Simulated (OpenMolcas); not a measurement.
**Er III: effect of the level shift or regulariser**

* Program: OpenMolcas 26.06
* Basis: ANO-RCC-VQZP [9s8p6d4f3g2h]
* Scalar Hamiltonian: DKH2, point nucleus
* Active space: 12 electrons in 7 orbitals (4f)
* State averaging: 2S+1 = 3 even, 21 roots; 2S+1 = 1 even, 28 roots (27 in the spin-orbit step)
* Spin-orbit coupling: RASSI with atomic mean-field integrals over the reference wave functions, term energies averaged over their components

Methods on the same reference wave functions:
A. CASSCF
B. SS-CASPT2, IPEA 0.25 Eh, imaginary shift 0.1 Eh (closed shells correlated: 5s 5p)
C. SS-CASPT2, IPEA 0.25 Eh, real shift 0.2 Eh (closed shells correlated: 5s 5p)

Energies in cm-1 above 4f12 3H6, the measured ground level; measured values from Martin, Zalubas and Hagan, Atomic Energy Levels: The Rare-Earth Elements, NSRDS-NBS 60 (1978); the list in Deprince et al., Eur. Phys. J. D 78, 105 (2024).

| Level | A | B | C | Measured |
| --- | --- | --- | --- | --- |
| 4f12 3H6 | 0.0 | 0.0 | 0.0 | 0.0 |
| 4f12 3F4 [51 %] | 6271 | 4960 | 4960 |  |
| 4f12 3H5 | 7072 | 7100 | 7100 | 6970 |
| 4f12 3H4 [60 %] | 11554 | 10910 | 10910 | 10785 |
| 4f12 3F3 | 14444 | 12440 | 12450 | 12473 |
| 4f12 3F2 | 15792 | 13390 | 13400 | 13220 |
| 4f12 1G4 [59 %] | 19102 | 18580 | 18580 | 18384 |
| 4f12 1D2 [54 %] | 31237 | 26510 | 26530 |  |
| 4f12 1I6 | 37557 | 33700 | 33710 |  |
| 4f12 3P1 | 41475 | 35170 | 35190 |  |
| 4f12 3P2 [68 %] | 41882 | 36110 | 36120 |  |
| 4f12 3P0 | 42619 | 36320 | 36330 |  |

Deviations, from unrounded energies. A percentage is the sum of absolute deviations over the sum of measured energies, with the sign that they share, or ± where signs differ.

```csv
Against measurement,Levels,A,B,C
mean absolute deviation (cm-1),5,1200,130,130
fine structure of the ground term (%),2,+4.9,+1.4,+1.4
other terms of the ground configuration (%),3,+11.9,±0.9,±0.9
```

B, C lie about equally close to measurement and A furthest from it. The largest miss of B in the table is 4f12 1G4 [59 %], by +190 cm-1. The ranking rests on the paired levels alone, and a cruder setting can come out closer through cancelling errors.

Between B and C the level of the table that moves most is 4f12 3P0, by 16 cm-1 (lowest in B, highest in C). Moves below CASPT2's spread within the term are not significant.

The two smallest mean deviations differ by little beside CASPT2's spread within terms, so their order carries little weight.

From A to B the spin-free energies of the other terms of 4f12 shown, above 3H, scale by factors of 0.72 to 0.94, as is usual when dynamic correlation screens the repulsion within a d or f shell.

The lowest spin-free term lies below A's lowest term by 1.193 hartree in B, 1.191 hartree in C.

CASPT2 breaks the degeneracy within a term, and the mean is taken; among the terms shown or strongly mixed into the levels shown the widest spread is 1100 cm-1 (4f12 1I, B). Some high roots are left out of the spin-orbit mixing, which shifts the levels that they would mix with. Without dynamic correlation excited terms often stand tens of per cent too high (terms of higher spin than the ground term too low), and those without a measured partner can miss by more than the paired ones (holds for A). The CASPT2 spread within a term exceeds the gap to the next term for 4f12 1I and 4f12 3P, so the order of their levels is uncertain (holds for B; C). Measured partners are found by configuration, term and J. A level has none where our copy of the source lacks it or the pairing is in doubt (some pairs that miss far off the trend of their configuration count as doubtful), and it then counts in no deviation. Only configurations of the active space appear.

A share in square brackets marks a mixed level and gives the weight of the term that names it, the lowest over the columns.
